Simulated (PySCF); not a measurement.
## Computed properties of GaF₃, SMILES [F][Ga]([F])[F]

GaF3, SMILES [F][Ga]([F])[F]. Coordinates come from a PBE0-D3(BJ)/def2-SVP optimisation. The isomer is the one that the SMILES or the coordinates give; other isomers of the formula were not compared. Other conformers were not sampled. All values are computed for the isolated molecule unless a solvent is named; none is compared with measurement here.

**Structure.** The optimised structure has D3h symmetry. All 6 harmonic modes at PBE0-D3(BJ)/def2-SVP (PySCF) are real, so it is a minimum. With heavy atoms numbered as in [Ga:1]([F:2])([F:3])[F:4], the shortest bond between them is Ga1–F3 at 1.727 Å and the longest Ga1–F2 at 1.727 Å.

**Vibrations.** The strongest infrared lines (harmonic, unscaled, degenerate partners summed) lie at 777 cm⁻¹ (162 km/mol, F 71 %, Ga 29 %), 187 cm⁻¹ (62 km/mol, F 84 %, Ga 16 %), 203 cm⁻¹ (60 km/mol, F 55 %, Ga 45 %). The softest mode is at 187 cm⁻¹ and the zero-point energy is 4.0 kcal/mol.

**Electronic structure.** CAM-B3LYP/def2-TZVPD (PySCF) places the frontier levels at -13.46 and -1.72 eV, a gap of 11.74 eV, and gives a dipole moment of 0.00 D and a mean polarisability of 24.5 bohr³. PBE/def2-TZVPD (PySCF) at the same geometry gives -9.75 and -3.54 eV, so its gap is 5.53 eV narrower. An orbital gap is neither the optical nor the fundamental gap.

**Excitations.** TDA-M06-2X/def2-SVPD (PySCF) has S1 at 8.19 eV (151 nm, f = 0.000, dark); the most intense of the 10 singlets computed lies at 8.49 eV (f = 0.16). Strengths of degenerate partners are summed. T1 (TDA) is at 7.81 eV, 0.38 eV under S1. TDA-PBE/def2-SVPD (PySCF) puts S1 at 6.35 eV. No vertical singlet excitation falls in the visible range (under 3.1 eV).

**NMR.** GIAO shifts at PBE0/pcSseg-2 (PySCF) (non-relativistic, atoms alike by connectivity averaged): ¹⁹F at -213.2 ppm against CFCl3.
